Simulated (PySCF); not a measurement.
Computed properties of AlHCl2, SMILES [Cl][AlH][Cl]

AlHCl₂, SMILES [Cl][AlH][Cl]. Geometry: PBE0-D3(BJ)/def2-TZVP. The values are those of a single conformer. All values are computed for the isolated molecule unless a solvent is named; none is compared with measurement here.

**Structure.** The optimised structure has C2v symmetry. All 6 harmonic modes at PBE0-D3(BJ)/def2-TZVP (PySCF) are real, so it is a minimum. With heavy atoms numbered as in [AlH:1]([Cl:3])[Cl:4], the shortest bond between them is Al1–Cl3 at 2.082 Å and the longest Al1–Cl4 at 2.082 Å.

**Vibrations.** The strongest infrared lines (harmonic, unscaled, degenerate partners summed) lie at 658 cm⁻¹ (293 km/mol, H 71 %, Al 25 %), 451 cm⁻¹ (109 km/mol, H 80 %, Al 18 %), 2014 cm⁻¹ (109 km/mol, H 96 %). The softest mode is at 160 cm⁻¹ and the zero-point energy is 6.2 kcal/mol.

**Electronic structure.** M06-2X/def2-TZVPD (PySCF) places the frontier levels at -10.60 and -0.95 eV, a gap of 9.65 eV, and gives a dipole moment of 1.16 D and a mean polarisability of 52.2 bohr³.

**Excitations.** TDDFT-M06-2X/def2-SVPD (PySCF) has S1 at 6.51 eV (190 nm, f = 0.011, weak); the most intense of the 10 singlets computed lies at 8.31 eV (f = 0.13). T1 (TDA) is at 6.05 eV. No vertical singlet excitation falls in the visible range (under 3.1 eV).

**NMR.** GIAO shifts at PBE0/pcSseg-2 (PySCF) (non-relativistic, atoms alike by connectivity averaged): ¹H at 5.3 ppm against TMS. Without spin–orbit terms, shifts of atoms bonded to Cl or Br come out too high.
